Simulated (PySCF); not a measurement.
A run for PySCF: R-B3LYP/6-311+G** on CH3F (SMILES CF).

```python
from pyscf import gto, scf, dft, mp
from pyscf.data.elements import chemcore

mol = gto.M(
    atom='''
    C     0.08672985   -0.71236164   -0.22889416
    F     0.32033012    0.51066980    0.40338687
    H    -0.02825051   -1.47859878    0.53634464
    H    -0.82289845   -0.62502595   -0.82320302
    H     0.93838050   -0.93642624   -0.87133675
    ''',
    basis='6-311+g**',
    charge=0, spin=0, verbose=3, max_memory=1800)
mf = dft.RKS(mol, xc='b3lyp')
mf.conv_tol = 1e-8
mf.max_cycle = 100
mf.kernel()
if not mf.converged:
    mf = mf.newton().run(mf.mo_coeff, mf.mo_occ)
```

Output:

```
converged SCF energy = -139.791311309395
```

The calculation finished and met its thresholds.

Cost: roughly 2.1 core-seconds.
